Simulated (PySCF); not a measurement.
A structure optimised at PBE-D3(BJ)/def2-SVP, used in a PySCF frequency run:

```
C
O 1 1.3955
H 2 0.9764 1 105.97
O 1 1.3955 2 107.00 3 -164.29
H 4 0.9764 1 105.97 2 41.10
O 1 1.3955 2 114.53 3 77.30
H 6 0.9764 1 105.97 2 77.30
O 1 1.3955 2 107.00 3 -41.10
H 8 0.9764 1 105.97 2 164.29
```

Write its SMILES, formula and point group.

OC(O)(O)O, CH₄O₄, S4

What are its rotational constants (standard atomic weights)?

5.6021, 5.6021, 5.1436 GHz
